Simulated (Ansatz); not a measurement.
A made-up structure of HTeO$_{2}$ (charge -1), closed shell:

O1  (0.251, -0.312, 2.108)
Te2  (-0.935, 0.512, 0.643)
O3  (0.034, 0.021, -1.260)
H4  (0.650, -0.221, -1.492)
(Å)

It is relaxed with PBE-D4/def2-SVPD and then PBE0-D4/def2-TZVPD (Ansatz 0.2.0). Atoms count as bonded within 1.22 times the sum of their covalent radii (H–H: 0.88 Å). The end point is not checked to be a true minimum.

(1) Does its bonding change? (Judge from chemistry; the calculation decides.)

Answers

(1) Computed: No: no bond forms or breaks.

Where it ends: The first stage lowers the energy by 4.33 eV in 9 steps. It ends as HTeO₂ ([O][Te][OH]), total charge -1:
O1  (0.159, -0.389, 1.872)
Te2  (-0.709, 0.634, 0.597)
O3  (-0.176, -0.267, -1.154)
H4  (0.726, 0.022, -1.315)
(Å)

Labels in which every atom is bracketed show which atoms are joined, not bond orders.

For scale, one of the runs: PBE0-D4/def2-TZVPD relaxation, 148 basis functions, launched by `ansatz run in.yaml --threads 2 --pin off --events-out ev --progress --plain --max-ram 4352MiB`. Hardware: 2 CPU threads of an Arm Neoverse V1, shared host. Wall time about 18 s.
